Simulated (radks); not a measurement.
Charge is removed step by step from the 2s1/2 level of the oxygen ion O+, starting from [He] 2s2 2p3. Method: Dirac Kohn-Sham, PBE, spin-unpolarised, spherical densities, finite nucleus; open shells fill j = l - 1/2 first; Fermi nuclear charge, rms radius 2.6991 fm; computed with a radial shooting solver on a logarithmic mesh with Libxc functionals.

\begin{tabular}{lrrr}
removed (e) & E - E(0) (eV) & eigenvalue (eV) & E minus straight line (eV) \\ \hline
0 & 0.000 & -39.655 & 0.000 \\
0.1 & 4.053 & -41.410 & -0.818 \\
0.2 & 8.283 & -43.185 & -1.460 \\
0.3 & 12.691 & -44.982 & -1.922 \\
0.4 & 17.280 & -46.798 & -2.205 \\
0.5 & 22.051 & -48.633 & -2.305 \\
0.6 & 27.007 & -50.487 & -2.220 \\
0.7 & 32.149 & -52.359 & -1.949 \\
0.8 & 37.479 & -54.249 & -1.490 \\
0.9 & 42.999 & -56.156 & -0.841 \\
1 & 48.711 & -58.080 & 0.000 \\
\end{tabular}

Removing the whole electron costs 48.711 eV by Delta-SCF, against 39.655 eV from minus the eigenvalue at the starting occupation. Slater's transition state (half an electron removed) gives 48.633 eV. Integrating minus the eigenvalue over the occupation (Janak's theorem) gives 48.711 eV. The mean slope of the eigenvalue, de/dn, is 18.4 eV per electron.
